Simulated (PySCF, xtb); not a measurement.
C₃H₆BClO, SMILES C=CB(Cl)OC. Other conformers were not sampled.

Harmonic wavenumbers (cm⁻¹) from GFN2-xTB (xtb) at its own minimum, in rising order: 75, 139, 166, 184, 223, 259, 367, 431, 615, 658, 897, 931, 1003, 1038, 1054, 1126, 1142, 1285, 1317, 1409, 1420, 1465, 1470, 1662, 2965, 2970, 2989, 3039, 3084, 3106.

Problem. What does PBE-D3(BJ)/def2-SVP run with PySCF give at its own minimum? (The exact figures need the calculation; the answer reports its results.)

Solution. 86, 148, 162, 205, 238, 284, 376, 453, 653, 659, 946, 967, 1002, 1017, 1059, 1134, 1152, 1254, 1345, 1396, 1419, 1424, 1461, 1633, 2955, 3043, 3059, 3063, 3075, 3150. Paired by order, the mean absolute difference is 22 cm⁻¹ and the zero-point energies are 55.0 and 55.5 kcal/mol.
